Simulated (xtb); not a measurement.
H3Si, doublet, at a GFN2-xTB geometry; GFN2-xTB in xtb.

Input for xtb:
```
$ xtb mol.xyz --gfn 2 --uhf 1 --acc 0.1 --json

# file mol.xyz
4

Si     0.00172380     0.00046639     0.05606838
H     -0.01025152     1.41163100    -0.27334508
H      1.21691602    -0.70748096    -0.29344641
H     -1.23079768    -0.71067955    -0.21816587
```

What the program printed (banner, timings and long lists left out):

```
   ID    Z sym.   atoms
    1   14 Si     1
    2    1 H      2-4

           -------------------------------------------------
          |                Calculation Setup                |
           -------------------------------------------------

           -------------------------------------------------
          |                 G F N 2 - x T B                 |
           -------------------------------------------------

          ...................................................
          :                      SETUP                      :
          :.................................................:
          :  # basis functions                  13          :
          :  # atomic orbitals                  12          :
          :  # shells                            6          :
          :  # electrons                         7          :
          :  max. iterations                   250          :
          :  Hamiltonian                  GFN2-xTB          :
          :  restarted?                      false          :
          :  GBSA solvation                  false          :
          :  PC potential                    false          :
          :  electronic temp.          300.0000000     K    :
          :  accuracy                    0.1000000          :
          :  -> integral cutoff          0.3500000E+02      :
          :  -> integral neglect         0.1000000E-08      :
          :  -> SCF convergence          0.1000000E-06 Eh   :
          :  -> wf. convergence          0.1000000E-04 e    :
          :  Broyden damping             0.4000000          :
          :  net charge                          0          :
          :  unpaired electrons                  1          :
          ...................................................

 iter      E             dE          RMSdq      gap      omega  full diag
   1     -3.1987426 -0.319874E+01  0.431E+00    3.26       0.0  T
   2     -3.2210814 -0.223387E-01  0.278E+00    3.05       1.0  T
   3     -3.2215169 -0.435512E-03  0.156E+00    2.99       1.0  T
   4     -3.2215344 -0.174800E-04  0.867E-02    2.97       1.0  T
   5     -3.2215345 -0.169140E-06  0.186E-02    2.97       2.7  T
   6     -3.2215345 -0.326894E-08  0.470E-03    2.97      10.6  T
   7     -3.2215345 -0.210325E-08  0.114E-03    2.97      43.9  T
   8     -3.2215345 -0.285774E-09  0.363E-04    2.97     137.7  T
   9     -3.2215345 -0.425562E-10  0.183E-05    2.97    2726.7  T
[...]
         :: total energy              -3.190288819847 Eh    ::
[...]
         9                         -0.0833102              -2.2670
        10                          0.5822000              15.8425
        11                          0.6905961              18.7921
        12                          0.6905961              18.7921
      -------------------------------------------------------------
                  HL-Gap            0.1090582 Eh            2.9676 eV
             Fermi-level           -0.2818801 Eh           -7.6703 eV

     #   Z          covCN         q      C6AA      α(0)
     1  14 Si       2.766     0.279   184.623    29.836
     2   1 H        0.922    -0.093     5.323     3.608
     3   1 H        0.922    -0.093     5.323     3.608
     4   1 H        0.922    -0.093     5.323     3.608

 Mol. C6AA /au·bohr⁶  :        412.692015
 Mol. C8AA /au·bohr⁸  :      19082.263069
 Mol. α(0) /au        :         40.660460

Wiberg/Mayer (AO) data.
largest (>0.10) Wiberg bond orders for each atom

 ---------------------------------------------------------------------------
     #   Z sym  total        # sym  WBO       # sym  WBO       # sym  WBO
 ---------------------------------------------------------------------------
     1  14 Si   2.697 --     3 H    0.899     4 H    0.899     2 H    0.899
     2   1 H    0.991 --     1 Si   0.899
     3   1 H    0.991 --     1 Si   0.899
     4   1 H    0.991 --     1 Si   0.899
 ---------------------------------------------------------------------------

Topologies differ in total number of bonds
Writing topology from bond orders to xtbtopo.mol

molecular dipole:
                 x           y           z       tot (Debye)
 q only:        0.005       0.001       0.167
   full:       -0.002      -0.000      -0.055       0.140
molecular quadrupole (traceless):
                xx          xy          yy          xz          yz          zz
 q only:       -0.464       0.000      -0.465       0.043       0.012       0.929
  q+dip:        0.091      -0.000       0.091      -0.008      -0.002      -0.183
   full:       -0.085       0.000      -0.085       0.008       0.002       0.170

           -------------------------------------------------
          | TOTAL ENERGY               -3.190288819847 Eh   |
          | GRADIENT NORM               0.000008491559 Eh/α |
          | HOMO-LUMO GAP               2.967624994508 eV   |
           -------------------------------------------------

normal termination of xtb
```
